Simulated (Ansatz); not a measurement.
Reaction (ligand exchange at a B–S bond): `OBS` + `[SiH3]S` → `OBS[SiH3]` + H₂S

Calculated with Ansatz (gas phase, PBE0-D4/def2-TZVP geometries, no zero-point term in ΔE). CCSD(T)/CBS is the MP2 limit (def2-TZVPP, def2-QZVPP) plus CCSD(T) − MP2 in def2-TZVPP, frozen cores. This one scheme is used for every species. DFT in def2-TZVPP. B3LYP here is the variant with VWN-RPA as its local correlation; programs differ in this. HSE06 is defined as in plane-wave codes. One conformer a species, not always the lowest.

```json
{"level": "r2SCAN-D4", "ΔE (kJ/mol)": "4.0", "difference from CCSD(T)/CBS": "0.9"}
{"level": "B3LYP-D4", "ΔE (kJ/mol)": "3.1", "difference from CCSD(T)/CBS": "0.0"}
{"level": "r2SCANh-D4", "ΔE (kJ/mol)": "4.3", "difference from CCSD(T)/CBS": "1.2"}
{"level": "HSE06-D4", "ΔE (kJ/mol)": "3.3", "difference from CCSD(T)/CBS": "0.2"}
{"level": "BHLYP-D4", "ΔE (kJ/mol)": "4.4", "difference from CCSD(T)/CBS": "1.3"}
{"level": "B2PLYP", "ΔE (kJ/mol)": "6.1", "difference from CCSD(T)/CBS": "3.0"}
{"level": "r2SCANh", "ΔE (kJ/mol)": "5.3", "difference from CCSD(T)/CBS": "2.2"}
{"level": "BHLYP", "ΔE (kJ/mol)": "8.8", "difference from CCSD(T)/CBS": "5.7"}
{"level": "SCS-MP2/def2-QZVPP", "ΔE (kJ/mol)": "5.0", "difference from CCSD(T)/CBS": "1.9"}
{"level": "HF/CBS(def2)", "ΔE (kJ/mol)": "13.0", "difference from CCSD(T)/CBS": "9.9"}
{"level": "CCSD(T)/CBS", "ΔE (kJ/mol)": "3.1", "difference from CCSD(T)/CBS": "0"}
```

Task: What do rigid-rotor, harmonic-oscillator terms from PBE0-D4/def2-TZVP frequencies (298.15 K, 1 bar) make of the CCSD(T)/CBS value? (Best estimate.)

Result: Computed: ΔZPE = -2.7 kJ/mol, ΔH = +2.6 kJ/mol, ΔS = -8 J/(mol·K), ΔG = +4.9 kJ/mol.

Largest T1 diagnostic among the species: 0.014.

Leaving LDA and LC-ωPBE aside and taking each functional with its dispersion term where it has one, the values, not all of them listed here, spread over 4.9 kJ/mol, from revPBE-D4 to B2PLYP. LDA lies −5.7 kJ/mol from PBE without D4. In def2-TZVPP, CCSD(T) changes the Hartree–Fock value by −9.7 kJ/mol (the triples alone add −2.1 kJ/mol) and MP2 by −10.2 kJ/mol. The D4 term adds −5.0 kJ/mol with B3LYP and −2.8 kJ/mol with PBE0; it sums over pairs of atoms, weighted by their polarisabilities, and B3LYP, whose exchange is more repulsive, gets the larger term.
